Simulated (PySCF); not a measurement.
## Calculated data, AlB₂H₄O, AlBHO₂, BH₅N₂Si, FH₅NSi₂ and others

Calculation on a computer-drawn molecule: the log of a Hartree-Fock and frozen-core CCSD(T) single point meant for a local Hartree-Fock minimum, with one planted fault or none, to be diagnosed. Offsets are logged minus clean, where the clean run is the same molecule without the fault. The reference is restricted for singlets and unrestricted otherwise, and also for a bond in bohr or an excited solution. Adding or removing an electron swaps singlet and doublet. The excited solution moves the top pair (singlet) or top alpha electron (doublet) to the lowest empty orbital. Highest occupied and lowest empty are orbital energies over both spins, largest force is the largest gradient component, triples share is (T) over the correlation energy, the T1 limit is 0.02 restricted and 0.045 unrestricted, electrons count all cores, a negative frequency is imaginary (commonest isotopes), and the dipole is about the centre of nuclear charge. Program: PySCF 2.14.0.

Common to all runs: logged SCF converged yes; possible faults no fault, one electron removed, one electron added, multiplicity raised by two, geometry at a saddle point, SCF held on an excited solution, minimal basis STO-3G, one bond length entered in bohr, all coordinates scaled.

(1) AlB₂H₄O

Logged structure:
```xyz
8
AlB2H4O
B     -1.9003     1.8104     0.8099
O     -0.5190     1.6702     0.4430
B      0.6658     1.5493     0.1283
Al     2.8208     1.3286    -0.4436
H     -2.4382     0.8118     1.1436
H     -2.3344     2.9075     0.7344
H      2.9692     1.0251    -1.9594
H      3.7487     1.5216     0.7866
```

```
meant charge                         : 1
meant multiplicity                   : 1
meant basis                          : cc-pV(D+d)Z
logged electrons                     : 33
logged basis functions               : 85
logged spin squared                  : 0.8557
logged highest occupied              : -21.585 eV
logged lowest empty                  : -14.667 eV
logged largest force                 : 0.053831 hartree/bohr
logged T1 diagnostic                 : 0.02501
logged D1 diagnostic                 : 0.074742
logged triples share                 : 0.028547
logged CC converged                  : yes
logged dipole magnitude              : 9.0678 debye
logged SCF stable within its kind    : yes
logged energy HF                     : -367.70652 hartree
logged energy CCSD(T)                : -368.11614 hartree
planted fault                        : one electron removed
HF energy offset from clean run      : 362.5 kcal/mol
CCSD(T) energy offset from clean run : 375.2 kcal/mol
```

Drawn bonds:
```csv
atom,other atom,order
1,2,1
2,3,1
3,4,1
1,5,1
1,6,1
4,7,1
4,8,1
```

(2) AlBHO₂

Logged structure:
```xyz
5
AlBHO2
O     -1.0106     1.5455     1.9278
B     -0.5419     2.6111     1.6217
Al     0.3005     4.5537     1.0183
O      1.0656     5.5154     2.0612
H     -0.0058     4.7512    -0.5536
```

```
meant charge                      : -1
meant multiplicity                : 1
meant basis                       : aug-cc-pV(D+d)Z
logged electrons                  : 36
logged basis functions            : 110
logged spin squared               : 0
logged highest occupied           : 0.62171 eV
logged lowest empty               : -4.2313 eV
logged largest force              : 0.076816 hartree/bohr
logged CC converged               : no
logged dipole magnitude           : 12.584 debye
logged SCF stable within its kind : no
logged energy HF                  : -416.51004 hartree
planted fault                     : SCF held on an excited solution
HF energy offset from clean run   : 329.8 kcal/mol
```

Drawn bonds:
```csv
atom,other atom,order
1,2,2
2,3,1
3,4,1
3,5,1
```

Notes: CCSD not converged; highest electron not bound in this basis.

(3) BH₅N₂Si

Logged structure:
```xyz
9
BH5N2Si
B     -0.1918     1.1236     0.8797
N      0.9643     0.4563     0.4241
Si     1.2171    -0.0654    -1.2352
N      2.7631    -0.7749    -1.0806
H     -1.0774     1.3644     0.1043
H     -0.2880     1.4474     2.0342
H      1.6695     0.2831     1.1193
H      3.2161    -1.1848    -1.8754
H      3.3325    -0.8512    -0.2575
```

```
meant charge                         : 0
meant multiplicity                   : 1
meant basis                          : cc-pV(D+d)Z
logged electrons                     : 38
logged basis functions               : 90
logged spin squared                  : 2.0042
logged highest occupied              : -6.1851 eV
logged lowest empty                  : 0.52256 eV
logged largest force                 : 0.030466 hartree/bohr
logged T1 diagnostic                 : 0.017982
logged D1 diagnostic                 : 0.079104
logged triples share                 : 0.027374
logged CC converged                  : yes
logged dipole magnitude              : 2.3615 debye
logged SCF stable within its kind    : yes
logged energy HF                     : -425.40562 hartree
logged energy CCSD(T)                : -425.94432 hartree
planted fault                        : multiplicity raised by two
HF energy offset from clean run      : 58.51 kcal/mol
CCSD(T) energy offset from clean run : 76.77 kcal/mol
```

Drawn bonds:
```csv
atom,other atom,order
1,2,1
2,3,1
3,4,1
1,5,1
1,6,1
2,7,1
4,8,1
4,9,1
```

(4) FH₅NSi₂

Logged structure:
```xyz
9
FH5NSi2
N     -2.0180     1.1532    -2.3488
Si    -0.5861     0.3904    -1.8387
F     -0.8346    -1.0500    -1.1250
Si     0.7563    -0.0657    -3.7051
H     -2.6184     1.6008    -1.6811
H     -2.5499     0.7931    -3.1185
H      0.0165     1.2381    -0.7951
H      1.9119    -0.9484    -3.4219
H      1.2078     1.1494    -4.4245
```

```
meant charge                      : 0
meant multiplicity                : 2
meant basis                       : cc-pV(D+d)Z
logged electrons                  : 49
logged basis functions            : 99
logged spin squared               : 0.8265
logged highest occupied           : -3.2168 eV
logged lowest empty               : -1.2827 eV
logged largest force              : 0.066179 hartree/bohr
logged dipole magnitude           : 2.4062 debye
logged SCF stable within its kind : no
logged energy HF                  : -734.53598 hartree
planted fault                     : SCF held on an excited solution
HF energy offset from clean run   : 124.4 kcal/mol
```

Drawn bonds:
```csv
atom,other atom,order
1,2,1
2,3,1
2,4,1
1,5,1
1,6,1
2,7,1
4,8,1
4,9,1
```

Notes: coupled-cluster numbers left out as unreliable.

(5) AlH₂O₂

Logged structure:
```xyz
5
AlH2O2
O      2.1375    -0.7766     0.4047
Al     1.6425     0.6098    -0.1816
O      1.1475     1.9961    -0.7682
H      2.4312    -1.6027     0.7536
H      0.8529     2.8218    -1.1174
```

```
meant charge                         : 1
meant multiplicity                   : 1
meant basis                          : cc-pV(D+d)Z
logged electrons                     : 30
logged basis functions               : 61
logged spin squared                  : 2.0101
logged highest occupied              : -12.856 eV
logged lowest empty                  : -8.2561 eV
logged largest force                 : 0.14499 hartree/bohr
logged T1 diagnostic                 : 0.034193
logged D1 diagnostic                 : 0.17639
logged triples share                 : 0.021829
logged CC converged                  : yes
logged dipole magnitude              : 5.1901 debye
logged SCF stable within its kind    : yes
logged energy HF                     : -392.45327 hartree
logged energy CCSD(T)                : -392.85432 hartree
planted fault                        : multiplicity raised by two
HF energy offset from clean run      : 121.2 kcal/mol
CCSD(T) energy offset from clean run : 142.3 kcal/mol
```

Drawn bonds:
```csv
atom,other atom,order
1,2,1
2,3,1
1,4,1
3,5,1
```

(6) AlBFH₄Si

Logged structure:
```xyz
8
AlBFH4Si
F     -0.4493     0.4489     0.0905
B      0.4439    -0.5491     0.2248
Al     0.8290    -1.8401    -1.4855
Si     1.2433    -0.7926     2.1140
H      2.0907    -1.6479    -2.4395
H      0.1785    -1.0046     3.1278
H      2.1527    -1.9681     2.1419
H      2.0292     0.4093     2.4948
```

```
meant charge                         : 0
meant multiplicity                   : 2
meant basis                          : cc-pV(D+d)Z
logged electrons                     : 46
logged basis functions               : 94
logged spin squared                  : 0
logged highest occupied              : -0.6901 eV
logged lowest empty                  : 5.7957 eV
logged largest force                 : 0.033484 hartree/bohr
logged T1 diagnostic                 : 0.024966
logged D1 diagnostic                 : 0.10011
logged triples share                 : 0.028799
logged CC converged                  : yes
logged dipole magnitude              : 6.5308 debye
logged SCF stable within its kind    : yes
logged energy HF                     : -657.28501 hartree
logged energy CCSD(T)                : -657.7961 hartree
planted fault                        : one electron added
HF energy offset from clean run      : 2.848 kcal/mol
CCSD(T) energy offset from clean run : -19.92 kcal/mol
```

Drawn bonds:
```csv
atom,other atom,order
1,2,1
2,3,1
2,4,1
3,5,1
4,6,1
4,7,1
4,8,1
```

Notes: T1 above single-reference limit.

(7) CH₄OSi

Logged structure:
```xyz
7
CH4OSi
C     -1.4660    -0.5926     0.1390
Si    -2.3687     0.9340     0.7421
O     -1.6599     1.1404     2.1857
H     -0.4040    -0.4263     0.1172
H     -1.6451    -1.4184     0.8045
H     -1.7763    -0.8875    -0.8420
H     -0.9964     0.5632     2.4810
```

```
meant charge                         : 0
meant multiplicity                   : 1
meant basis                          : cc-pV(D+d)Z
logged electrons                     : 32
logged basis functions               : 71
logged spin squared                  : 0
logged highest occupied              : -8.586 eV
logged lowest empty                  : 1.9218 eV
logged largest force                 : 0.01776 hartree/bohr
logged T1 diagnostic                 : 0.013975
logged D1 diagnostic                 : 0.043565
logged triples share                 : 0.024982
logged CC converged                  : yes
logged dipole magnitude              : 2.5324 debye
logged SCF stable within its kind    : yes
logged energy HF                     : -404.0003 hartree
logged energy CCSD(T)                : -404.46236 hartree
planted fault                        : all coordinates scaled, by -2.1 %
HF energy offset from clean run      : 1.788 kcal/mol
CCSD(T) energy offset from clean run : 3.774 kcal/mol
```

Drawn bonds:
```csv
atom,other atom,order
1,2,1
2,3,1
1,4,1
1,5,1
1,6,1
3,7,1
```

(8) CH₄BClSi

Logged structure:
```xyz
8
CH4BClSi
Si     0.4766     0.9051     1.6081
C     -0.4485     2.4252     1.0882
B     -0.4809     2.8287    -0.2295
Cl    -0.4933     3.2869    -1.8626
H     -0.4216    -0.0943     2.2362
H      1.1069     0.2860     0.4157
H      1.5417     1.2218     2.5906
H     -0.9733     3.0048     1.8431
```

```
meant charge                         : 0
meant multiplicity                   : 1
meant basis                          : cc-pV(D+d)Z
logged electrons                     : 46
logged basis functions               : 94
logged spin squared                  : 0
logged highest occupied              : -9.154 eV
logged lowest empty                  : 2.5959 eV
logged largest force                 : 2.179e-05 hartree/bohr
logged lowest frequency              : 91.087 cm⁻¹
logged T1 diagnostic                 : 0.01334
logged D1 diagnostic                 : 0.042978
logged triples share                 : 0.032377
logged CC converged                  : yes
logged dipole magnitude              : 1.4825 debye
logged SCF stable within its kind    : yes
logged energy HF                     : -813.31892 hartree
logged energy CCSD(T)                : -813.83315 hartree
planted fault                        : no fault
HF energy offset from clean run      : 0 kcal/mol
CCSD(T) energy offset from clean run : 0 kcal/mol
```

Drawn bonds:
```csv
atom,other atom,order
1,2,1
2,3,2
3,4,1
1,5,1
1,6,1
1,7,1
2,8,1
```

(9) CH₆AlB₂

Logged structure:
```xyz
10
CH6AlB2
B      0.4489    -1.4173     2.7177
Al     1.7665    -0.7340     1.2846
B      1.7978     1.3272     0.6231
C      0.9010     1.9614    -0.5155
H     -0.3139    -1.8062     3.5461
H      2.7680    -1.8264     0.7055
H      2.5360     2.1023     1.1874
H      1.4419     2.7005    -1.1148
H      0.3960     1.2596    -1.1821
H      0.1167     2.5257     0.0150
```

```
meant charge                      : 0
meant multiplicity                : 2
meant basis                       : cc-pV(D+d)Z
logged electrons                  : 35
logged basis functions            : 95
logged spin squared               : 0.7633
logged highest occupied           : -7.5416 eV
logged lowest empty               : 0.14311 eV
logged largest force              : 0.012002 hartree/bohr
logged dipole magnitude           : 0.9043 debye
logged SCF stable within its kind : no
logged energy HF                  : -332.52273 hartree
planted fault                     : SCF held on an excited solution
HF energy offset from clean run   : 11.59 kcal/mol
```

Drawn bonds:
```csv
atom,other atom,order
1,2,1
2,3,1
3,4,1
1,5,1
2,6,1
3,7,1
4,8,1
4,9,1
4,10,1
```

Notes: coupled-cluster numbers left out as unreliable.

(10) CH₇ClSi₂

Logged structure:
```xyz
11
CH7ClSi2
C     -0.5579     1.3005    -0.1702
Si    -1.8985     0.0440    -0.5852
Si    -1.0371    -1.7358    -1.8789
Cl     0.5487    -2.6161    -0.8357
H     -0.9632     2.1010     0.4540
H      0.2619     0.8248     0.3732
H     -0.1497     1.7512    -1.0784
H     -2.9927     0.6825    -1.3617
H     -2.4830    -0.5296     0.6518
H     -0.4926    -1.2814    -3.1757
H     -2.0349    -2.7966    -2.1259
```

```
meant charge                         : 0
meant multiplicity                   : 1
meant basis                          : cc-pV(D+d)Z
logged electrons                     : 57
logged basis functions               : 118
logged spin squared                  : 0.7615
logged highest occupied              : -17.276 eV
logged lowest empty                  : -8.5008 eV
logged largest force                 : 0.077989 hartree/bohr
logged T1 diagnostic                 : 0.026339
logged D1 diagnostic                 : 0.17041
logged triples share                 : 0.029457
logged CC converged                  : yes
logged dipole magnitude              : 3.8768 debye
logged SCF stable within its kind    : yes
logged energy HF                     : -1079.02732 hartree
logged energy CCSD(T)                : -1079.58453 hartree
planted fault                        : one electron removed
HF energy offset from clean run      : 221.6 kcal/mol
CCSD(T) energy offset from clean run : 228.1 kcal/mol
```

Drawn bonds:
```csv
atom,other atom,order
1,2,1
2,3,1
3,4,1
1,5,1
1,6,1
1,7,1
2,8,1
2,9,1
3,10,1
3,11,1
```
